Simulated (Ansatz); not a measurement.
Reactions of C₄H₁₀Si, SMILES `[SiH3]C1CCC1`.

Calculated with Ansatz (gas phase, PBE0-D4/def2-TZVP geometries, no zero-point term in ΔE). CCSD(T)/CBS is the MP2 limit (def2-TZVPP, def2-QZVPP) plus CCSD(T) − MP2 in def2-TZVPP, frozen cores. For As outer-core shells are correlated without core-valence functions, which leaves a few kJ/mol of doubt a bond. Scalar relativity is left out up to krypton. One conformer a species, not always the lowest.

Question: Order these by ΔE at CCSD(T)/CBS, lowest first. (Best estimate.)
A. `[SiH3]C1CCC1` + `[AsH3]` → `[SiH3][AsH2]` + `C1CCC1`
B. `[SiH3]C1CCC1` + `OC1(F)[SiH2]S1` → `OC1([SiH3])[SiH2]S1` + `FC1CCC1`
C. `[SiH3]C1CCC1` + `CBO[SiH2]F` → `CBO[SiH2][SiH3]` + `FC1CCC1`
D. `[SiH3]C1CCC1` → `C=C([SiH3])CC`
E. `[SiH3]C1CCC1` + `COB(S)O[SiH3]` → `[SiH3]OB(S)O[SiH3]` + `CC1CCC1`
F. `[SiH3]C1CCC1` + `[OH][AlH][CH2]F` → `F[CH2][AlH][O][SiH3]` + `C1CCC1`
G. `[SiH3]C1CCC1` + `S[SiH]1CO1` → `[SiH3]S[SiH]1CO1` + `C1CCC1`

Answer: E (-1.54 eV), F (-1.17 eV), G (-0.71 eV), A (-0.38 eV), D (-0.28 eV), B (-0.14 eV), C (+2.23 eV).

Largest T1 diagnostic: 0.014, for `OC1([SiH3])[SiH2]S1`.
